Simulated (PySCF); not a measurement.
Species: C4H13O2PSi2.
Atom-mapped SMILES: `[CH3:1][Si@@:2]1([PH2:3])[CH2:4][C@H:5]([CH2:6][OH:7])[SiH2:8][O:9]1`

Probes without a nucleus sit at each ring's centroid and 1 Å off its mean plane on both sides; NICS is minus the shielding there, NICSzz its component along the normal. Level: GIAO PBE0/pcSseg-1 (PySCF, non-relativistic, gas phase) on the GFN2-xTB geometry, one conformer.

Ring bond lengths (Å), with Mayer bond orders in brackets: Si2–C4 1.916 (0.87), C4–C5 1.535 (0.99), C5–Si8 1.914 (0.85), Si8–O9 1.633 (0.95), O9–Si2 1.654 (0.90).

Q: Give the NICS values of each ring in ppm.

A: 
```json
{"ring": "Si2–C4–C5–Si8–O9", "type": "5-membered ring with O and 2 Si; formal bonds all single", "NICS(0)": "-5.1", "NICS(1), two faces": "-3.0 / -3.0", "NICS(1)zz, two faces": "-1.2 / -1.9", "rms pucker (Å)": "0.14", "centre to ring atoms, mean (Å)": "1.46"}
```

Q: What can be read from them?

A: 
- Si2–C4–C5–Si8–O9: mean NICS(1)zz -1.6 ppm, near zero. Si2, C4, C5, Si8 have four or more neighbours, so the value isn't read as a sign of a π ring current.

Time: 59 s; peak memory 1.0 GiB. Hardware: an Arm Neoverse V1 with one thread, no GPU (shared host). This is the whole shielding run at PBE0/pcSseg-1, SCF included.
